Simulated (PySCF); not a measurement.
SiBrI, SMILES Br[Si]I (connectivity only; charge and spin as stated), neutral, multiplicity 1.

The structure is a stationary point at PBE0-D3(BJ)/def2-TZVP. The def2 effective core potentials stand for the cores of I; spin–orbit coupling is left out.

Calculation: CAM-B3LYP/def2-TZVPD (PySCF).

Symmetry labels are those of the subgroup Cs that the program uses (full group Cs).

Computed valence orbital energies around the gap with their symmetry:
```json
[
 {"orbital": "HOMO−7", "symmetry": "A'", "energy (eV)": "-21.44"},
 {"orbital": "HOMO−6", "symmetry": "A'", "energy (eV)": "-15.31"},
 {"orbital": "HOMO−5", "symmetry": "A'", "energy (eV)": "-11.57"},
 {"orbital": "HOMO−4", "symmetry": "A'", "energy (eV)": "-10.88"},
 {"orbital": "HOMO−3", "symmetry": "A\"", "energy (eV)": "-10.75"},
 {"orbital": "HOMO−2", "symmetry": "A\"", "energy (eV)": "-9.39"},
 {"orbital": "HOMO−1", "symmetry": "A'", "energy (eV)": "-9.09"},
 {"orbital": "HOMO", "symmetry": "A'", "energy (eV)": "-8.49"},
 {"orbital": "LUMO", "symmetry": "A\"", "energy (eV)": "-2.14"},
 {"orbital": "LUMO+1", "symmetry": "A'", "energy (eV)": "-0.12"},
 {"orbital": "LUMO+2", "symmetry": "A'", "energy (eV)": "0.24"},
 {"orbital": "LUMO+3", "symmetry": "A'", "energy (eV)": "0.74"}
]
```
